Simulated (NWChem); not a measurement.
# C5H3NS; SMILES c1c(C#C)ncs1

All runs: NWChem. Geometry: optimised at PBE0/def2-SVP. Level: PBE0/def2-SVP with SMD (1 M gas to 1 M solution), gas-phase geometry.

For solvent water:

```
Property                                     Result
-------------------------------------------  ------
cavity-dispersion-structure term (kcal/mol)     3.1
dipole in solution (D)                         2.53
```

Problem. Estimate the same quantities for solvent toluene.

Solution. 
* **cavity-dispersion-structure term (kcal/mol)**: -0.5
* **dipole in solution (D)**: 2.14
